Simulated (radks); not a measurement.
Results of a calculation; reference values are marked as such.
Problem. These are the eigenvalues of the occupied orbitals of an atom or ion with whole-number occupations (eV). Code: a radial shooting solver on a logarithmic mesh with Libxc functionals. Model: Dirac Kohn-Sham, LDA (Slater exchange, Perdew-Zunger correlation), spin-unpolarised, spherical densities, point nucleus.

orbital  eigenvalue
1s1/2     -9543.573
2s1/2     -1187.766
2p1/2     -1051.959
2p3/2     -1028.046
3s1/2     -157.0126
3p1/2     -113.4383
3p3/2     -110.2304
3d3/2      -36.7380
3d5/2      -36.3127
4s1/2      -17.6582
4d3/2       -1.1589
4d5/2       -1.1524

Which element is it, and in what charge state? The configuration may be excited. Open shells, if any, are shared by 2j + 1.

Solution. Z = 30, zinc, charge 0: Zn in [Ne] 3s2 3p4 3d10 4s2 4d2. The list shows which subshells hold electrons but not how many an open one holds; the 1s level, -350.72 hartree, gives Z - s = 26.5 by -(Z - s)^2/2, which with screening and relativity narrows Z to a few neighbours, and the depths of the outer levels then fix element, charge and occupations together.
